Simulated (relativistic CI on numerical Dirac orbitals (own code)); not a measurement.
# Transition arrays of Ru IV

These numbers are calculated, not measured: Dirac-Coulomb-Breit CI, separate exchange-only KLI orbitals for each configuration, model QED (radiative potential, 1s self-energy scaled to tabulated hydrogen-like ionisation energies), valence Slater integrals scaled by 0.9, whole transition arrays (own radial code, finite nucleus).

Configurations in the expansion (outside the closed core [Ar] 3d10 4s2): 4p6 4d5, 4p6 4d4 4f, 4p5 4d6, 4p6 4d4 5p, 4p6 4d4 5f. Levels of other configurations are missing.

All E1 lines from the levels of 4p6 4d5; mean and standard deviation are weighted by gf, and upper levels are sorted by their leading configuration.

```
Upper configuration  Lines     Σgf  Mean (eV)  Mean (nm)  σ (eV)  Strongest line (nm)
         4p6 4d4 4f   5388   321.5      29.30     42.318    1.41               41.267
            4p5 4d6   3245  1363.4      52.49     23.619    4.30               21.101
         4p6 4d4 5p   3245   165.1      16.79     73.832    1.22               71.253
         4p6 4d4 5f   5552   447.7      34.46     35.983    1.71               34.345
```

Σgf per state of the lower configuration in bins of 2 nm over the central range (centre: value): 21: 1.34, 23: 1.87, 25: 1.36, 27: 0.62, 29: 0.18, 31: 0.03, 33: 0.10, 35: 0.91, 37: 0.55, 39: 0.25, 41: 0.56, 43: 0.46, 45: 0.15, 47: 0.06, 65: 0.02, 67: 0.03, 69: 0.04, 71: 0.13, 73: 0.13, 75: 0.11.

**Question.** How do configuration mixing and the scaling of the Slater integrals move the arrays?

**Answer.** Slater scale 0.9, no configuration mixing: 4p6 4d4 4f 30.0 ± 1.3 eV (Σgf 642.1), 4p5 4d6 52.8 ± 4.2 eV (Σgf 879.6), 4p6 4d4 5p 16.8 ± 1.2 eV (Σgf 192.8), 4p6 4d4 5f 34.9 ± 1.4 eV (Σgf 360.1); Slater scale 1: 4p6 4d4 4f 29.6 ± 1.7 eV (Σgf 324.4), 4p5 4d6 53.1 ± 4.7 eV (Σgf 1427.6), 4p6 4d4 5p 16.9 ± 1.4 eV (Σgf 162.9), 4p6 4d4 5f 34.3 ± 2.1 eV (Σgf 417.4); Slater scale 0.8: 4p6 4d4 4f 29.2 ± 1.3 eV (Σgf 326.0), 4p5 4d6 51.9 ± 3.9 eV (Σgf 1299.1), 4p6 4d4 5p 16.7 ± 1.1 eV (Σgf 167.4), 4p6 4d4 5f 34.5 ± 1.5 eV (Σgf 470.5). With mixing, levels are counted to their leading configuration, so an array can shrink or vanish into another, and the sums then hold other lines.
